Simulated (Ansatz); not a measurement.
Program: Ansatz. Geometries: PBE0-D4/def2-TZVP. ΔE: electronic, gas phase. CCSD(T)/CBS adds triple-zeta CCSD(T) − MP2 to the extrapolated MP2 energy (def2 sets, frozen cores). This one scheme is used for every species. Functionals use def2-TZVPP. B3LYP here is the variant with VWN-RPA as its local correlation; programs differ in this. Elements past krypton have def2 core potentials. For In outer-core shells are correlated without core-valence functions, which leaves a few kJ/mol of doubt a bond. Each species was taken in one conformer, which may not be the lowest.

Consider the substitution at a C–In bond: `[SiH3]C[CH2][InH2]` + H₂S → `[SiH3]CCS` + `[InH3]`.

`[SiH3]C[CH2][InH2]`:

```xyz
13

Si   -0.574    1.493   -0.355
C    -0.135    0.447    1.128
C     0.892   -0.604    0.694
In    0.134   -1.716   -1.027
H    -1.748    2.390   -0.191
H     0.588    2.282   -0.843
H    -0.905    0.512   -1.458
H    -1.056   -0.032    1.480
H     0.223    1.073    1.955
H     1.841   -0.134    0.424
H     1.106   -1.307    1.506
H     1.057   -1.944   -2.469
H    -1.422   -2.459   -0.844
```

H₂S:

Z-matrix (Å, degrees):
```
S
H 1 1.341
H 1 1.341 2 92.3
```

`[SiH3]CCS`:

```xyz
12

Si    1.264   -1.261   -0.009
C     0.384    0.393    0.176
C    -1.123    0.283    0.030
S    -2.026    1.835    0.300
H     0.989   -1.847   -1.350
H     2.733   -1.086    0.143
H     0.783   -2.216    1.025
H     0.636    0.821    1.151
H     0.786    1.082   -0.575
H    -1.401   -0.122   -0.945
H    -1.539   -0.395    0.781
H    -1.484    2.511   -0.726
```

`[InH3]`:

```xyz
4

In    0.000    0.000    0.000
H     0.163   -0.285    1.692
H     1.401    0.274   -0.967
H    -1.564    0.011   -0.726
```

**Question.** Is it downhill or uphill in electronic energy at CCSD(T)/CBS, and by how much? (Best estimate.)

**Answer.** Computed: Uphill: ΔE = +36.0 kJ/mol.

**Question.** What do these levels give: PBE0-D4, revPBE, B3LYP, MP2/def2-SVP, CCSD/def2-TZVPP, HF/CBS(def2)? (Estimate.)

**Answer.** The calculation gave: PBE0-D4 22.4, revPBE 17.3, B3LYP 16.3, MP2/def2-SVP 22.0, CCSD/def2-TZVPP 27.9, HF/CBS(def2) 2.8 kJ/mol.

Largest T1 diagnostic among the species: 0.014.

Leaving LDA and LC-ωPBE aside and taking each functional with its dispersion term where it has one, the values, not all of them listed here, spread over 8.2 kJ/mol, from B97M-V to PBE-QIDH. LDA lies +6.8 kJ/mol from PBE without D4. From BLYP to BHLYP (50 % exact exchange), in def2-TZVPP and without D4, ΔE moves by −3.0 kJ/mol.
